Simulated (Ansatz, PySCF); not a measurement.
Reaction (SMILES): N[SiH2][SiH2]N -> 2 N[SiH2] (the Si-Si bond at the site shown breaks; other sites are not compared here)
Geometries: B3LYP-D3(BJ)/def2-TZVP minima from Ansatz (a quantum-chemistry and plane-wave program), one conformer each, not searched for the lowest. Frequencies are from Ansatz or PySCF.

Property: bond dissociation energy (0 K, with B3LYP-D3(BJ) harmonic zero-point energies), in kJ/mol. Cores are frozen in the correlated levels unless marked. UHF or UKS for open shells. Spin-orbit coupling is left out. No relativistic terms. Basis-set limits of correlation are two-point, X^-3; Hartree-Fock from the larger set.

CCSD(T)/CBS(aug-cc-pV(T+d)Z,aug-cc-pV(Q+d)Z) (Ansatz) gives 303.8 kJ/mol.

### Question
Another calculation gave 271.7 kJ/mol. Which level was it?
A. r2SCAN0/def2-TZVPD (Ansatz)
B. wB97M-V/def2-TZVPD (Ansatz)
C. B97M-V/def2-TZVPD (Ansatz)
D. SVWN5/def2-TZVPD (Ansatz)

### Answer
A, r2SCAN0/def2-TZVPD (Ansatz). The others give 290.7 (B97M-V), 312.2 (SVWN5), 301.5 (wB97M-V) kJ/mol.
